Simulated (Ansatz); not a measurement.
Input and output for the cluster PtCl₂.

```yaml
crystal:
  periodic: [false, false, false]
  atoms:
    - {symbol: Pt, position_ang: [-0.192816, -0.639684, 0.110887]}
    - {symbol: Cl, position_ang: [1.917400, -0.176899, 0.245397]}
    - {symbol: Cl, position_ang: [-1.724583, 0.816583, -0.356285]}
basis:
  gaussian: {orbitals: def2-TZVP}
magnetization: {spin_polarized: false, initial_magnetization: 2}
hamiltonian: {xc: {name: CAM-B3LYP}, dispersion: d3bjatm}
output: {forces: true}
```

```sh
$ ansatz run in.yaml --threads 4 --pin off --events-out ev --progress --plain --max-ram 3916MiB
```

It prints (some lines left out):

```
Functional definition: CAM-B3LYP
940 factors; their error is unknown
169 factors; integrals over basis functions are off by at most 1.3e-4 eV
mean field evaluation 1: about -28292.5662 eV, gradient 1.4e1 eV
mean field evaluation 2: about -28292.3810 eV, gradient 2.0e1 eV
mean field evaluation 4: about -28293.1521 eV, gradient 3.1e0 eV
mean field evaluation 8: about -28293.2511 eV, gradient 1.2e-1 eV
mean field evaluation 16: about -28293.2512 eV, gradient 2.9e-5 eV
mean field evaluation 32: about -28247.4610 eV, gradient 2.9e2 eV
mean field -28293.25116986 eV, -1039.7578026379 hartree, gradient 9.3e-6 eV, S^2 2.000000; 3 other end points of the search recorded, 0 dependent functions left out
reference -28293.25127749 eV, -1039.7578065934 hartree; 27, 25 occupied and 87, 89 virtual orbitals, 940 factors
Total energy: -28293.34083942 eV, -1039.7610979335 hartree
Atom 0 at    -0.192816    -0.639684     0.110887 Å, force     0.112180     0.372168    -0.064514 eV/Å
Atom 1 at     1.917400    -0.176899     0.245397 Å, force     0.865134    -0.437381     0.184450 eV/Å
Atom 2 at    -1.724583     0.816583    -0.356285 Å, force    -0.977314     0.065213    -0.119936 eV/Å
Dipole moment:    -0.081157    -0.269244     0.046673 e Å
```

Hardware: 4 threads of Arm Neoverse V1 on a shared host. Wall time 7.5 s.

In the def2 sets Pt takes a core potential; there is no spin–orbit coupling.

With spin_polarized false and unpaired electrons the run is restricted open-shell.
